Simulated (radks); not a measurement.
Coulomb parameter of the 4d shell of the ruthenium ion Ru3+ in the model configuration [Kr] 4d3.5 5p1.5, as a second difference U = [E(n + 0.5) + E(n - 0.5) - 2 E(n)] / (0.5)^2 with all orbitals relaxed. "Bare": the charge of the atom changes with n. "Screened": the 5p shell takes up the change at fixed total charge, which measures U(4d,4d) + U(5p,5p) - 2 U(4d,5p). Method: scalar-relativistic Kohn-Sham, LDA (Slater exchange, Perdew-Wang correlation), spin-unpolarised, spherical densities, finite nucleus; Fermi nuclear charge, rms radius 4.4809 fm; computed with a radial shooting solver on a logarithmic mesh with Libxc functionals.

| case | configuration | E - E(n) (eV) |
|---|---|---|
| start | [Kr] 4d3.5 5p1.5 | 0.000 |
| bare +0.5 | [Kr] 4d4 5p1.5 | -20.631 |
| bare -0.5 | [Kr] 4d3 5p1.5 | 24.208 |
| screened +0.5 | [Kr] 4d4 5p1 | -9.302 |
| screened -0.5 | [Kr] 4d3 5p2 | 10.036 |

U(bare) = 14.310 eV, U(screened by 5p) = 2.935 eV, against the Slater integral F0(4d,4d) = 17.928 eV with frozen orbitals.
